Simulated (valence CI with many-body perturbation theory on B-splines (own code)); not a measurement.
Values are calculated unless marked as measured or tabulated.
Energy levels of Er LV

Level of theory: configuration interaction combined with many-body perturbation theory (CI+MBPT): four valence electrons over a frozen Dirac-Fock core [Ne], a basis of 11 s, 11 p, 10 d, 8 f, 5 g, 2 h functions for each j, with the one-electron correlation potential Σ1, the two-electron term Σ2, the three-electron term Σ3, Breit, model QED; selected CI, second order for the rest, scaled by the run's own slope (own B-spline code, finite nucleus).

The last digits are not significant, and no measured levels were compared; by estimate large intervals hold to a few tenths of a per cent, small ones and those within an open d or f shell to about a per cent. Among the levels kept, up to 570 cm⁻¹ of a level comes from second order outside the variational space, and about a tenth of that is noise between levels of different J, which matters for small intervals.

Levels 91 to 135 of 177, with energies above the lowest level, (3s^2 3p1/2^2) J=0. "Leading %" is the weight of the configuration and term that name the level; weights of strongly mixed levels are sums over their largest components and can fall short. In the jj column 3d3/2^4 stands for four electrons in 3d with j = 3/2.

| No. | Configuration | Term | J | E (× 10³ cm⁻¹) | Leading % | Leading jj | Second component |
| --- | --- | --- | --- | --- | --- | --- | --- |
| 91 | 3s.3p.3d2 | 5P° | 1 | 8594.4 | 23 | 3s 3p1/2 3d3/2 3d5/2 (68 %) | 21 % 3s.3p.3d2 5D° |
| 92 | 3s.3p.3d2 | 5G° | 4 | 8602.6 | 46 | 3s 3p1/2 3d3/2 3d5/2 (95 %) | 16 % 3s.3p.3d2 3G° |
| 93 | 3s.3p.3d2 | 5G° | 3 | 8603.0 | 18 | 3s 3p1/2 3d3/2 3d5/2 (53 %) | 10 % 3p3.3d 3D° |
| 94 | 3s.3p.3d2 | 5D° | 2 | 8621.0 | 29 | 3s 3p1/2 3d3/2 3d5/2 (82 %) | 12 % 3s.3p.3d2 5P° |
| 95 | 3s.3p2.3d | 3F | 4 | 8621.2 | 47 | 3s 3p3/2^2 3d3/2 (91 %) | 19 % 3s.3p2.3d 5F |
| 96 | 3s.3p.3d2 | 5P° | 1 | 8683.6 | 20 | 3p1/2^2 3p3/2 3d5/2 (54 %) | 13 % 3p3.3d 1P° |
| 97 | 3s.3p.3d2 | 3G° | 3 | 8748.9 | 44 | 3s 3p1/2 3d3/2 3d5/2 (92 %) | 13 % 3s.3p.3d2 3F° |
| 98 | 3s.3p.3d2 | 3G° | 5 | 8750.0 | 36 | 3s 3p1/2 3d3/2 3d5/2 (94 %) | 26 % 3s.3p.3d2 3H° |
| 99 | 3s.3p.3d2 | 3H° | 4 | 8770.3 | 48 | 3s 3p1/2 3d3/2 3d5/2 (95 %) | 9 % 3s.3p.3d2 3G° |
| 100 | 3s.3p2.3d | 3D | 1 | 8784.5 | 51 | 3s 3p3/2^2 3d3/2 (90 %) | 12 % 3s.3p2.3d 3P |
| 101 | 3s.3p.3d2 | 3F° | 2 | 8793.7 | 23 | 3s 3p1/2 3d3/2 3d5/2 (88 %) | 10 % 3s.3p.3d2 3D° |
| 102 | 3s.3p2.3d | 5F | 5 | 8823.4 | 57 | 3s 3p3/2^2 3d5/2 (99 %) | 43 % 3s.3p2.3d 3G |
| 103 | 3s.3p2.3d | 3P | 0 | 8830.6 | 85 | 3s 3p3/2^2 3d3/2 (71 %) | 11 % 3s.3p2.3d 5D |
| 104 | 3s.3p.3d2 | 3D° | 1 | 8845.0 | 52 | 3s 3p1/2 3d3/2 3d5/2 (82 %) | 7 % 3s.3p.3d2 3P° |
| 105 | 3s.3p.3d2 | 3P° | 0 | 8863.2 | 43 | 3s 3p1/2 3d3/2 3d5/2 (85 %) | 28 % 3s.3p.3d2 1S° |
| 106 | 3s.3p2.3d | 3F | 4 | 8871.9 | 54 | 3s 3p3/2^2 3d5/2 (92 %) | 28 % 3s.3p2.3d 5D |
| 107 | 3s.3p2.3d | 3D | 2 | 8875.5 | 50 | 3s 3p3/2^2 3d3/2 (89 %) | 14 % 3s.3p2.3d 1D |
| 108 | 3s.3p.3d2 | 5D° | 3 | 8879.3 | 30 | 3s 3p1/2 3d3/2 3d5/2 (89 %) | 14 % 3s.3p.3d2 5F° |
| 109 | 3s.3p2.3d | 3F | 3 | 8889.6 | 36 | 3s 3p3/2^2 3d3/2 (91 %) | 28 % 3s.3p2.3d 1F |
| 110 | 3s.3p.3d2 | 3F° | 4 | 8919.2 | 35 | 3s 3p1/2 3d3/2 3d5/2 (81 %) | 34 % 3s.3p.3d2 5D° |
| 111 | 3s.3p.3d2 | 5D° | 2 | 8920.9 | 24 | 3s 3p1/2 3d3/2 3d5/2 (95 %) | 14 % 3s.3p.3d2 5S° |
| 112 | 3s.3p2.3d | 3D | 1 | 8931.6 | 60 | 3s 3p3/2^2 3d3/2 (90 %) | 16 % 3s.3p2.3d 3P |
| 113 | 3s.3p2.3d | 3F | 2 | 8967.3 | 28 | 3s 3p3/2^2 3d3/2 (84 %) | 24 % 3s.3p2.3d 3D |
| 114 | 3s.3p.3d2 | 3F° | 2 | 9001.8 | 25 | 3s 3p1/2 3d3/2 3d5/2 (84 %) | 17 % 3s.3p.3d2 3D° |
| 115 | 3s.3p.3d2 | 3G° | 3 | 9016.2 | 36 | 3s 3p1/2 3d3/2 3d5/2 (92 %) | 18 % 3s.3p.3d2 3F° |
| 116 | 3s.3p.3d2 | 3D° | 1 | 9058.3 | 34 | 3s 3p1/2 3d3/2 3d5/2 (81 %) | 12 % 3s.3p.3d2 1P° |
| 117 | 3s.3p2.3d | 3P | 0 | 9063.1 | 52 | 3s 3p3/2^2 3d5/2 (64 %) | 38 % 3s.3p2.3d 1S |
| 118 | 3s.3p2.3d | 3P | 1 | 9075.8 | 37 | 3s 3p3/2^2 3d5/2 (90 %) | 26 % 3s.3p2.3d 1P |
| 119 | 3s.3p2.3d | 3D | 3 | 9076.8 | 46 | 3s 3p3/2^2 3d5/2 (92 %) | 25 % 3s.3p2.3d 1F |
| 120 | 3s.3p.3d2 | 3F° | 4 | 9139.8 | 34 | 3s 3p1/2 3d5/2^2 (86 %) | 18 % 3s.3p.3d2 5D° |
| 121 | 3s.3p2.3d | 3D | 3 | 9198.4 | 78 | 3s 3p3/2^2 3d5/2 (97 %) | 5 % 3s.3p2.3d 3F |
| 122 | 3s.3p2.3d | 3F | 4 | 9216.1 | 63 | 3s 3p3/2^2 3d5/2 (97 %) | 19 % 3s.3p2.3d 1G |
| 123 | 3s.3p.3d2 | 3D° | 2 | 9219.2 | 24 | 3s 3p1/2 3d5/2^2 (95 %) | 19 % 3s.3p.3d2 3P° |
| 124 | 3s.3p.3d2 | 3G° | 5 | 9225.9 | 28 | 3s 3p1/2 3d5/2^2 (92 %) | 25 % 3s.3p.3d2 5G° |
| 125 | 3s.3p2.3d | 1D | 2 | 9240.8 | 33 | 3s 3p3/2^2 3d5/2 (87 %) | 30 % 3s.3p2.3d 3D |
| 126 | 3s.3p2.3d | 1D | 2 | 9307.9 | 44 | 3s 3p3/2^2 3d5/2 (95 %) | 25 % 3s.3p2.3d 3D |
| 127 | 3s.3p2.3d | 3D | 3 | 9313.9 | 49 | 3s 3p3/2^2 3d5/2 (93 %) | 23 % 3s.3p2.3d 1F |
| 128 | 3s.3p.3d2 | 3F° | 3 | 9318.5 | 28 | 3s 3p1/2 3d5/2^2 (96 %) | 18 % 3s.3p.3d2 5D° |
| 129 | 3s.3p.3d2 | 3G° | 4 | 9335.3 | 29 | 3s 3p1/2 3d5/2^2 (91 %) | 17 % 3s.3p.3d2 3H° |
| 130 | 3s.3p.3d2 | 3D° | 3 | 9367.1 | 31 | 3s 3p1/2 3d5/2^2 (83 %) | 16 % 3s.3p.3d2 3F° |
| 131 | 3s.3p.3d2 | 3D° | 2 | 9391.8 | 29 | 3s 3p1/2 3d5/2^2 (86 %) | 20 % 3s.3p.3d2 3F° |
| 132 | 3s.3p2.3d | 3P | 1 | 9407.1 | 37 | 3s 3p3/2^2 3d5/2 (93 %) | 36 % 3s.3p2.3d 1P |
| 133 | 3s.3p.3d2 | 3P° | 1 | 9416.6 | 33 | 3s 3p1/2 3d5/2^2 (87 %) | 17 % 3s.3p.3d2 3D° |
| 134 | 3s.3p.3d2 | 3P° | 0 | 9426.8 | 75 | 3s 3p1/2 3d5/2^2 (94 %) | 14 % 3s.3p.3d2 5D° |
| 135 | 3s.3p2.3d | 1D | 2 | 9503.8 | 39 | 3s 3p3/2^2 3d5/2 (90 %) | 23 % 3s.3p2.3d 3P |
